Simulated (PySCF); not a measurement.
## Correlation energy of S (sulfur, neutral)

[Ne] 3s2 3p3 3d1, high-spin 5D determinant (an excited configuration). Calculation: PySCF 2.14, in aug-cc-pV(T+d)Z (6s5p4d2f, 55 functions); no relativity, point nucleus. Frozen: [Ne]; 6 electrons correlated.

| level | correlation energy (mhartree) |
| --- | --- |
| CCSD | -118.77 |
| (T) | -3.98 |
| CCSD(T) | -122.75 |

Diagnostics: T1 = 0.0044, D1 = 0.0093, largest double amplitude 0.045.

Question: Is a single reference adequate?

Answer: Yes: T1 lies below 0.03 and no double amplitude reaches 0.07.
